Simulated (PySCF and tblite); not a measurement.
Results of a calculation; reference values are marked as such.
Stationary points of 4-aminobenzonitrile at GFN2-xTB, in Å:

Structure A

```
 1 N    -3.076    1.105    2.495
 2 C    -2.207    0.806    1.810
 3 C    -1.138    0.436    0.962
 4 C     0.157    0.880    1.232
 5 C     1.194    0.514    0.400
 6 C     0.961   -0.295   -0.707
 7 N     2.075   -0.638   -1.529
 8 C    -0.335   -0.736   -0.972
 9 C    -1.380   -0.377   -0.146
10 H     0.336    1.508    2.092
11 H     2.202    0.847    0.592
12 H     2.192   -1.646   -1.566
13 H     1.925   -0.321   -2.482
14 H    -0.522   -1.366   -1.831
15 H    -2.385   -0.718   -0.350
```

Structure B

```
 1 N    -3.244    0.217    2.714
 2 C    -2.400   -0.087    1.998
 3 C    -1.363   -0.462    1.121
 4 C    -0.039   -0.121    1.408
 5 C     0.972   -0.492    0.552
 6 C     0.692   -1.212   -0.614
 7 N     1.691   -1.528   -1.494
 8 C    -0.637   -1.550   -0.896
 9 C    -1.651   -1.180   -0.043
10 H     0.184    0.433    2.308
11 H     1.996   -0.228    0.776
12 H     2.641   -1.473   -1.170
13 H     1.501   -2.222   -2.197
14 H    -0.861   -2.105   -1.796
15 H    -2.674   -1.445   -0.265
```

Level: B3LYP/pcSseg-1 + D3(BJ) on GFN2-xTB stationary points, with GFN2-xTB thermal terms.

Question: Which structure is a saddle point, and along which motion?

Answer: A: one imaginary mode (366i cm⁻¹ at GFN2-xTB, mostly on H12, H13), along the rotation about the C6–N7 bond (torsion C5–C6–N7–H from 17° to 197°, rising).

Question: Give their symmetry and energies above the lowest.

Answer: A Cs, 7.7 kcal/mol; B Cs, 0.0 kcal/mol.
